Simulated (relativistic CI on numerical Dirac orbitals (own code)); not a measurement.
## Electric-dipole transitions in Mn¹⁰⁺

These numbers are calculated, not measured: Dirac-Coulomb-Breit CI, KLI orbitals optimised for each configuration, model QED, unscaled Slater integrals (own radial code, finite nucleus).

Configuration list (outside the closed core [Ne]): 3s2.3p3, 3s.3p4, 3s2.3p2.3d, 3p5, 3s.3p3.3d, 3p4.3d, 3s.3p2.3d2, 3s2.3p2.4s, 3s2.3p2.4p, 3s2.3p.3d.4p, 3p4.4s, 3p4.4p, 3s2.3p2.4d, 3s2.3p.3d2, 3s2.3d3, 3s.3p.3d3, 3s2.3d2.4s, 3s2.3d2.4p, 3s2.3d2.4d, 3p3.3d2, 3p2.3d3, 3p2.3d2.4s, 3p2.3d2.4p, 3p2.3d2.4d, 3s2.3p.3d.4s, 3s.3p.3d2.4s, 3s2.3d.4s2, 3s2.3d.4s.4p, 3s2.3d.4s.4d. Double excitations out of closed p, d and f shells are left out; levels of such configurations are missing from the list, as are those of other unlisted configurations, and high levels can miss mixing partners.

```csv
λ vac (nm),Lower,Upper,A (s⁻¹),gf,Branching (%)
19.634,3s2.3p3 2D°_3/2 [2],3s2.3p2.3d 2F_5/2 [38],9.90e+10,3.43e+00,94.1
19.641,3s2.3p3 2D°_5/2 [3],3s2.3p2.3d 2F_7/2 [39],1.05e+11,4.87e+00,100.0
19.669,3s.3p4 4P_5/2 [6],3s.3p3.3d 4D°_7/2 [84],7.23e+10,3.35e+00,93.4
19.729,3s.3p4 2D_5/2 [10],3s.3p3.3d 2F°_7/2 [103],6.57e+10,3.07e+00,92.2
19.793,3s2.3p3 2P°_1/2 [4],3s2.3p2.3d 2D_3/2 [43],7.20e+10,1.69e+00,77.4
19.804,3s.3p4 2D_3/2 [9],3s.3p3.3d 2F°_5/2 [102],5.23e+10,1.84e+00,82.7
19.853,3s.3p4 4P_3/2 [7],3s.3p3.3d 4D°_5/2 [87],4.81e+10,1.70e+00,65.5
20.023,3s.3p4 2D_5/2 [10],3s.3p3.3d 2D°_5/2 [100],4.26e+10,1.54e+00,68.5
20.041,3s2.3p3 2P°_3/2 [5],3s2.3p2.3d 2D_5/2 [40],9.01e+10,3.26e+00,95.2
20.236,3s2.3p2.3d 4F_5/2 [15],3s2.3p.3d2 4F°_5/2 [123],5.47e+10,2.02e+00,56.6
20.271,3s2.3p3 4S°_3/2 [1],3s2.3p2.3d 4P_1/2 [30],8.69e+10,1.07e+00,96.7
20.344,3s2.3p2.3d 4F_7/2 [16],3s2.3p.3d2 4F°_7/2 [126],5.15e+10,2.55e+00,55.9
20.364,3s2.3p3 4S°_3/2 [1],3s2.3p2.3d 4P_3/2 [29],8.65e+10,2.15e+00,99.5
20.502,3s2.3p2.3d 4F_9/2 [17],3s2.3p.3d2 4F°_9/2 [129],5.28e+10,3.33e+00,67.9
20.518,3s2.3p3 4S°_3/2 [1],3s2.3p2.3d 4P_5/2 [27],8.44e+10,3.19e+00,98.6
20.556,3s.3p4 4P_5/2 [6],3s.3p3.3d 4P°_5/2 [78],4.27e+10,1.62e+00,74.9
20.570,3s.3p4 4P_5/2 [6],3s.3p3.3d 4P°_3/2 [77],6.10e+10,1.55e+00,93.2
20.638,3s2.3p3 2D°_3/2 [2],3s2.3p2.3d 2D_3/2 [34],5.69e+10,1.45e+00,79.1
20.785,3s2.3p3 2D°_5/2 [3],3s2.3p2.3d 2D_5/2 [33],4.69e+10,1.82e+00,86.3
21.071,3s2.3p3 2P°_3/2 [5],3s2.3p2.3d 2P_3/2 [37],5.34e+10,1.42e+00,73.8
21.599,3s2.3p3 2D°_5/2 [3],3s2.3p2.3d 2D_5/2 [32],2.21e+10,9.27e-01,83.7
21.907,3s2.3p2.3d 2F_5/2 [38],3s2.3p.3d2 2G°_7/2 [176],8.73e+10,5.03e+00,66.5
21.927,3s2.3p2.3d 4P_5/2 [27],3s2.3p.3d2 4D°_7/2 [139],8.57e+10,4.94e+00,65.8
21.937,3s2.3p2.3d 2F_7/2 [39],3s2.3p.3d2 2G°_9/2 [179],1.08e+11,7.76e+00,84.3
21.972,3s2.3p2.3d 2G_9/2 [25],3s2.3p.3d2 2G°_9/2 [136],5.61e+10,4.06e+00,71.3
21.981,3s2.3p2.3d 2G_7/2 [24],3s2.3p.3d2 2G°_7/2 [135],5.30e+10,3.07e+00,66.0
22.156,3s.3p4 2D_5/2 [10],3s.3p3.3d 2P°_3/2 [90],5.01e+10,1.48e+00,68.3
22.727,3s2.3p2.3d 2D_5/2 [40],3s2.3p.3d2 2F°_7/2 [187],8.41e+10,5.21e+00,69.3
23.173,3s2.3p3 2D°_5/2 [3],3s2.3p2.3d 2P_3/2 [26],4.51e+10,1.45e+00,67.4
25.221,3s2.3p2.3d 4F_9/2 [17],3s.3p3.3d 4D°_7/2 [97],2.94e+10,2.24e+00,40.0
```

Terms are leading LS components. Brackets give the number of a level in order of energy, since labels repeat. The list gives strong lines, with weight on those to low levels, without lines whose two gauges differ by over a factor of 2.5, among the lowest 200 of 3303 levels, so that lines to higher ones, which can be the strongest, are missing. Levels whose partners in the same complex of configurations lie outside the list can be far off, and so can their lines. Rates are taken at the computed energies, electric ones in the length gauge.

At this charge energies of transitions that change n are usually good to better than 1 %, and those within a shell (Δn = 0) to a few per cent.

LS names give the leading component of a level, which can be under half, so a name can repeat, a term be missing and a line seem to break the LS rules.
